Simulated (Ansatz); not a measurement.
PbMe4 (C4H12Pb). Total charge 0; singlet. Geometry B3LYP-D4/def2-SVP; atoms count from 1.

Cartesian coordinates in Å:
```
Pb 0.000 0.000 0.000
C 0.711 1.440 1.603
H 1.670 1.089 2.008
H -0.035 1.485 2.408
H 0.840 2.439 1.163
C -2.038 0.654 -0.754
H -2.339 0.008 -1.592
H -1.983 1.697 -1.094
H -2.771 0.569 0.060
C -0.151 -2.089 0.874
H -0.594 -2.764 0.129
H -0.785 -2.062 1.771
H 0.854 -2.444 1.142
C 1.478 -0.005 -1.722
H 2.484 -0.223 -1.338
H 1.474 0.982 -2.207
H 1.185 -0.775 -2.450
```

In the def2 sets Pb takes a core potential; there is no spin–orbit coupling.

(1) Estimate the Mulliken populations from the PBE0/def2-TZVP orbitals of Ansatz.

(2) And the Mayer bond orders between heavy atoms (over 0.3)?

Answers

(1) 
| atom | charge (e) |
| --- | --- |
| Pb1 | 0.89 |
| C2 | -0.64 |
| H3 | 0.14 |
| H4 | 0.14 |
| H5 | 0.14 |
| C6 | -0.64 |
| H7 | 0.14 |
| H8 | 0.14 |
| H9 | 0.14 |
| C10 | -0.64 |
| H11 | 0.14 |
| H12 | 0.14 |
| H13 | 0.14 |
| C14 | -0.64 |
| H15 | 0.14 |
| H16 | 0.14 |
| H17 | 0.14 |
Mulliken values depend strongly on the basis.

(2) Pb1–C2 0.82 (2.27 Å); Pb1–C6 0.82 (2.27 Å); Pb1–C10 0.82 (2.27 Å); Pb1–C14 0.82 (2.27 Å).
